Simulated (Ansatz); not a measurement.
Potential energy curve for SiH (cation, charge +1), singlet.

Levels: RHF/cc-pVTZ (Ansatz, an electronic-structure program); RMP2 = MP2 on RHF/cc-pVTZ, frozen core run with Ansatz; UHF/cc-pVTZ (Ansatz); UCCSD = CCSD on UHF/cc-pVTZ, frozen core run with Ansatz; UCCSD(T) = CCSD(T) on UHF/cc-pVTZ, frozen core (Ansatz); RKS-CAM-B3LYP = restricted CAM-B3LYP/cc-pVTZ in Ansatz; UKS-CAM-B3LYP = unrestricted CAM-B3LYP/cc-pVTZ run with Ansatz; RKS-PBE = restricted PBE/cc-pVTZ in Ansatz; UKS-PBE = unrestricted PBE/cc-pVTZ in Ansatz; FCI = full CI/cc-pVTZ, frozen core (Ansatz).

All curves are set to zero at 1.52 Å and compared with full CI in the same basis at 1.52, 1.57, 1.63, 1.64, 1.77, 1.84, 2.06, 2.29, 2.51, 2.74, 3.00, 3.33, 3.79, 4.18, 4.59, 5.35, 6.00 Å.

**Question.** Which method stays most parallel to full CI over these points, and which least?

**Answer.** UCCSD(T) has the smallest spread and RHF the largest. In order (kcal/mol): UCCSD(T) 3.03, UKS-PBE 4.12, UCCSD 4.55, UKS-CAM-B3LYP 5.59, UHF 27.32, RKS-PBE 31.99, RMP2 33.24, RKS-CAM-B3LYP 63.91, RHF 93.89.

Errors against full CI at some of the points (kcal/mol):

| method | 1.84 Å | 2.29 Å | 3.00 Å | 3.79 Å | 6.00 Å |
|---|---|---|---|---|---|
| UCCSD(T) | 0.1 | 1.0 | 3.0 | 0.6 | -0.1 |
| UKS-PBE | -2.5 | -2.9 | -1.3 | -3.9 | -4.1 |
| UCCSD | 0.4 | 2.4 | 3.4 | 0.2 | -0.4 |
| UKS-CAM-B3LYP | 0.3 | 4.1 | 1.5 | -0.7 | -0.6 |
| UHF | 2.8 | 2.7 | -14.9 | -20.8 | -21.5 |
| RKS-PBE | -2.5 | -2.9 | 6.7 | 20.0 | 28.7 |
| RMP2 | 1.7 | 6.7 | 20.8 | 30.8 | -2.4 |
| RKS-CAM-B3LYP | 0.3 | 4.1 | 20.8 | 42.0 | 63.9 |
| RHF | 2.7 | 11.0 | 34.8 | 62.8 | 93.9 |

The restricted form behind RHF, RMP2, RKS-CAM-B3LYP, RKS-PBE keeps the bonding electrons paired and can't separate into open-shell fragments. The T1 diagnostic of CCSD on the restricted reference of RMP2 exceeds 0.045 at 3.00 to 6.00 Å. The unrestricted determinant behind UHF, UCCSD, UCCSD(T) is spin-contaminated at 1.23 to 1.64, 2.06 to 6.00 Å (<S²> up to 1.0, against 0.00 for a pure singlet). The unrestricted determinant behind UKS-CAM-B3LYP is spin-contaminated at 2.29 to 6.00 Å (<S²> up to 1.0, against 0.00 for a pure singlet). The unrestricted determinant behind UKS-PBE is spin-contaminated at 2.74 to 6.00 Å (<S²> up to 1.0, against 0.00 for a pure singlet).
